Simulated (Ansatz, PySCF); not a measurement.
Process, species as SMILES: [Cl][In][Cl] -> [Cl][In] + Cl atom (the Cl-In bond at the site shown breaks; other sites are not compared here)
Structures are relaxed separately at B3LYP-D3(BJ)/def2-TZVP in Ansatz (a first-principles code). A spin state is the lowest found, not a proven ground state.

Quantity: bond dissociation energy (0 K, with B3LYP-D3(BJ) harmonic zero-point energies from PySCF), in eV. Correlated levels leave the core frozen unless marked. UHF or UKS for open shells. No spin-orbit coupling. The frozen core is the preceding noble-gas configuration, with the filled d and f shells of earlier blocks. Past Kr the def2 sets carry scalar-relativistic core potentials. CBS marks a two-point X^-3 extrapolation of the correlation energy; Hartree-Fock from the larger set. [CCSD(T)-MP2]/basis is that difference in the basis named.

| level | program | bond dissociation energy (eV) |
|---|---|---|
| HF-D3(BJ)/def2-TZVPD | PySCF + dftd3 | 1.69 |
| BLYP-D4/def2-TZVPD | Ansatz + dftd4 | 1.70 |
| TPSS-D3(BJ)/def2-TZVPD | PySCF + dftd3 | 1.99 |
| r2SCAN-D3(BJ)/def2-TZVPD | Ansatz + dftd3 | 2.06 |
| B3LYP/def2-TZVPD | Ansatz | ? |
| PBE0/def2-TZVP | Ansatz | ? |
| BHLYP/def2-TZVPD | Ansatz | ? |
| r2SCAN0-D4/def2-TZVPD | Ansatz + dftd4 | 1.98 |
| HSE06-D3(BJ)/def2-TZVPD | Ansatz + dftd3 | 1.96 |
| HSE06-D4/def2-TZVPD | Ansatz + dftd4 | 1.96 |
| HSE06/def2-TZVPD | Ansatz | 1.92 |
| CAM-B3LYP/def2-TZVPD | Ansatz | ? |
| CCSD/def2-TZVPPD | Ansatz | 1.80 |
| RI-MP2/CBS(def2-TZVPPD,def2-QZVPPD)+[CCSD(T)-MP2]/def2-TZVPPD | Ansatz | 2.02 |

**Question.** What belongs in the gaps?

**Answer.** 
- B3LYP/def2-TZVPD, bond dissociation energy (eV): 1.66
- PBE0/def2-TZVP, bond dissociation energy (eV): 1.93
- BHLYP/def2-TZVPD, bond dissociation energy (eV): 1.64
- CAM-B3LYP/def2-TZVPD, bond dissociation energy (eV): 1.72
